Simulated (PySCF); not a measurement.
Sn³⁺ (tin, charge +3) across methods

[Kr] 4d10 5s1, 2S determinant. Computed with PySCF 2.14 in aug-cc-pV5Z-PP with ECP28MDF, with scalar relativity through the core potential.

```json
{"method": "MN15", "E (hartree)": "-211.8781", "mean ε 4d α (eV)": "-58.276", "mean ε 4d β (eV)": "-58.001", "mean ε 5s α (eV)": "-38.228", "Σ⟨r²⟩ (bohr²)": "25.79", "⟨S²⟩": "0.750"}
{"method": "PBE", "E (hartree)": "-212.3294", "mean ε 4d α (eV)": "-55.005", "mean ε 4d β (eV)": "-54.680", "mean ε 5s α (eV)": "-36.610", "Σ⟨r²⟩ (bohr²)": "25.62", "⟨S²⟩": "0.750"}
{"method": "r2SCAN", "E (hartree)": "-212.4110", "mean ε 4d α (eV)": "-55.674", "mean ε 4d β (eV)": "-55.310", "mean ε 5s α (eV)": "-36.853", "Σ⟨r²⟩ (bohr²)": "25.51", "⟨S²⟩": "0.751"}
{"method": "M06-L", "E (hartree)": "-212.5185", "mean ε 4d α (eV)": "-55.489", "mean ε 4d β (eV)": "-55.208", "mean ε 5s α (eV)": "-36.045", "Σ⟨r²⟩ (bohr²)": "25.40", "⟨S²⟩": "0.751"}
{"method": "UHF", "E (hartree)": "-211.53487", "mean ε 4d α (eV)": "-64.902", "mean ε 4d β (eV)": "-64.638", "mean ε 5s α (eV)": "-39.471", "Σ⟨r²⟩ (bohr²)": "25.65", "⟨S²⟩": "0.751"}
{"method": "M06", "E (hartree)": "-212.4179", "mean ε 4d α (eV)": "-57.868", "mean ε 4d β (eV)": "-57.699", "mean ε 5s α (eV)": "-37.586", "Σ⟨r²⟩ (bohr²)": "25.52", "⟨S²⟩": "0.750"}
{"method": "LDA", "E (hartree)": "-211.9601", "mean ε 4d α (eV)": "-55.144", "mean ε 4d β (eV)": "-54.845", "mean ε 5s α (eV)": "-37.061", "Σ⟨r²⟩ (bohr²)": "25.67", "⟨S²⟩": "0.750"}
```

(1) Estimate the same row for PBE0.

Energies and moments cover only the electrons outside the core potential.

Results:

(1) E (hartree) = -212.3491; mean ε 4d α (eV) = -57.787; mean ε 4d β (eV) = -57.478; mean ε 5s α (eV) = -37.508; Σ⟨r²⟩ (bohr²) = 25.58; ⟨S²⟩ = 0.750.
